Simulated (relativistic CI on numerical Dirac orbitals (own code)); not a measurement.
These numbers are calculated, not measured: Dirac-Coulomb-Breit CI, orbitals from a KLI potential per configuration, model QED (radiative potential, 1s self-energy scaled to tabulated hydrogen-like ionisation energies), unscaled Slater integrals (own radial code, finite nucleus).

The strongest absorption lines from the ground level of an ion, among the configurations computed and to levels below about 3560 eV (vacuum wavelength in Å, gf): 3.4825 (0.017), 3.5246 (0.03), 3.6048 (0.061), 3.6067 (0.00077), 3.7911 (0.16), 3.7960 (0.002), 4.4457 (0.77), 4.4700 (0.0091).

(1) Which ion is it?
A. P13+
B. Sc19+
C. K17+
D. Cl15+

Answers

(1) D. Cl15+ has 2 electrons and the ground level 1s² ¹S0; the strongest line goes to 1s2p ¹P°1. The pattern of lines fixes the number of electrons, and along that sequence the line energies rise steadily with the charge (about as its square where n changes within one kind of shell, about linearly where n is kept but much faster in heavy ions where fine structure, which grows about as Z⁴, sets the gap, and irregularly where shells cross), which fixes Z. Configurations outside the model, such as inner-shell arrays, can give stronger lines. At this charge energies of transitions that change n are usually good to better than 1 %, and those within a shell (Δn = 0) to a few per cent.

LS names give the leading component of a level, which can be under half, so a name can repeat, a term be missing and a line seem to break the LS rules.
